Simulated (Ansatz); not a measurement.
Geometry optimisation, RKS PBE0/def2-SVP (Ansatz).

input.yaml

```yaml
crystal:
  periodic: [false, false, false]
  atoms:
    - { symbol: W, position_ang: [0.040792, 0.0, -0.004008] }
    - { symbol: H, position_ang: [0.349405, 0.0, 1.680291] }
    - { symbol: F, position_ang: [1.880514, 0.0, 0.202242] }
    - { symbol: F, position_ang: [-0.076309, 1.82329, 0.18172] }
    - { symbol: F, position_ang: [-1.772239, 0.0, 0.314106] }
    - { symbol: F, position_ang: [-0.076309, -1.82329, 0.18172] }
    - { symbol: Cl, position_ang: [0.463647, 0.0, -2.286471] }
basis:
  gaussian: { orbitals: def2-SVP }
hamiltonian:
  xc: pbe0
relax:
  f_tol: 0.03
  max_steps: 50
output:
  orbitals: {}
```

Launched with:

```bash
$ ansatz run input.yaml --threads 2 --pin off --max-ram 3072MiB --backend cpu --events-out ev --progress --plain --runs-dir out
```

Q: Where does it end, and by what steps?

A: The forces met the threshold. After 4 steps the energy has fallen by 0.010 eV; H2 moved furthest, 0.05 Å.

```tsv
step	energy less start (eV)	largest force component (eV/Å)	accepted
0	0.0000	0.254	yes
1	0.0097	0.331	no
2	-0.0082	0.060	yes
3	-0.0084	0.198	yes
4	-0.0103	0.029	yes
```

```xyz
7
Properties=species:S:1:pos:R:3
W 0.049 0.000 0.004
H 0.299 0.000 1.695
F 1.895 0.000 0.179
F -0.040 1.822 0.207
F -1.771 0.000 0.268
F -0.040 -1.822 0.207
Cl 0.417 0.000 -2.291
```

Run time: 25 s on 2 threads of Arm Neoverse V1, on a shared host, peak memory 0.27 GiB.
